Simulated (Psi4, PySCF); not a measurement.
Input for PySCF:
```python
from pyscf import gto, scf, mp

mol = gto.Mole()
mol.atom = '''
    Al   -0.00000000   -0.00000000   -0.00000000
    O     1.60013122   -0.41861514   -0.56945509
    H     1.76427401   -0.41833359   -1.50225942
    O     0.11470341    0.26263230    1.72563179
    H     0.83851758    0.77410115    2.05963706
    O    -0.51994549    1.40745130   -0.89926369
    H    -1.43029173    1.66471842   -0.85289347
    O    -1.19488915   -1.25146846   -0.25691301
    H    -1.17249985   -2.02048599    0.29551583
'''
mol.basis = '6-31g*'
mol.charge = -1
mol.verbose = 4
mol.build()

mf = scf.RHF(mol)
mf.kernel()

pt = mp.MP2(mf, frozen=9)
pt.kernel()
print('E(MP2) = %.10f' % pt.e_tot)
```

Q: Convert this to an input for Psi4.

A: One answer among several that fit: 
```
memory 2 GB

molecule {
-1 1
  Al   -0.00000000   -0.00000000   -0.00000000
  O     1.60013122   -0.41861514   -0.56945509
  H     1.76427401   -0.41833359   -1.50225942
  O     0.11470341    0.26263230    1.72563179
  H     0.83851758    0.77410115    2.05963706
  O    -0.51994549    1.40745130   -0.89926369
  H    -1.43029173    1.66471842   -0.85289347
  O    -1.19488915   -1.25146846   -0.25691301
  H    -1.17249985   -2.02048599    0.29551583
}

set basis 6-31g*
set freeze_core true
set mp2_type conv
set scf_type pk
set puream true
set d_convergence 1e-8

energy('mp2')
print_variables()
```

Both were run: PySCF gave -544.680616 Eh and Psi4 -544.680616 Eh, 0.000 mEh apart.
